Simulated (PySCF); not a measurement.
# Correlation energy of Pb⁶⁴⁺ (lead, charge +64)

[Ar], closed-shell 1S. All numbers are calculated (PySCF 2.14, the spin-free X2C one-electron Hamiltonian (Gaussian nucleus), in an even-tempered Gaussian basis (17 s from 19 bohr⁻², ratio 2.5; 12 p from 25 bohr⁻², ratio 2.5; 4 d from 100 bohr⁻², ratio 2.7; 4 f from 150 bohr⁻², ratio 2.7)). Frozen: 1s2; 16 electrons correlated; the 17 highest virtual orbitals of each spin left out.

```csv
level,correlation energy (mhartree)
CCSD,-722.61
(T),-0.58
CCSD(T),-723.19
```

Diagnostics: T1 = 0.00013, D1 = 0.0003, largest double amplitude 0.011.

Cost of the coupled-cluster step: of the order of 8 core-seconds, for 16 correlated electrons.

At this charge the one-electron X2C treatment keeps the bare 1/r₁₂, with no two-electron picture change or Breit term. The effect here is smaller than on the frozen 1s shell; and a scalar Hamiltonian misses the large spin-orbit splitting of the p shells, which matters for ns² → np² pairs.
